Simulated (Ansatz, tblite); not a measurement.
Removing and adding an electron: Ge(SiH3)2H2 (Si₂GeH₈). Charge 0, multiplicity 1. Geometry: PBE-D4/def2-SVP. Ansatz, gas phase; energy differences of separate SCF runs; the oxidised species was run as a doublet alone; the reduced species was run as a doublet alone.

```xyz
11

Ge   -0.233    0.935    0.241
Si    0.814    0.272   -1.807
H     2.124   -0.407   -1.509
H     1.074    1.459   -2.696
H    -0.074   -0.697   -2.540
Si   -0.639   -0.975    1.626
H     0.664   -1.664    1.933
H    -1.535   -1.944    0.902
H    -1.297   -0.580    2.921
H    -1.576    1.655   -0.066
H     0.677    1.945    0.993
```

The xTB rows come from tblite.

```csv
level,−HOMO (eV),vertical IE (eV),−LUMO (eV),vertical EA (eV),HOMO–LUMO gap (eV),IE − EA (eV),remarks
GFN1-xTB,11.44,13.40,7.32,–,4.12,–,–
GFN2-xTB,9.85,12.39,5.52,2.81,4.33,9.58,–
PBE-D4/def2-TZVP,6.89,9.58,0.97,–,5.92,–,–
PBE-D4/def2-TZVPD,6.89,–,1.06,-0.63,5.83,–,HOMO above zero (-1 doublet)
r2SCAN-D4/def2-TZVP,7.14,9.68,0.69,–,6.45,–,–
r2SCAN-D4/def2-TZVPD,7.13,–,0.72,-0.84,6.41,–,HOMO above zero (-1 doublet)
PBE0-D4/def2-TZVP,7.92,9.76,0.16,–,7.76,–,–
PBE0-D4/def2-TZVPD,7.92,–,0.30,-0.83,7.62,–,HOMO above zero (-1 doublet)
```

   A HOMO above zero means that the electron is unbound at that level or that self-interaction error raises the level; the energy of removing that electron tells which. Raw xTB energy differences between charge states are shifted by several eV; the methods need an empirical correction for them. A negative affinity means that the extra electron isn't bound; its size then hangs on the basis.
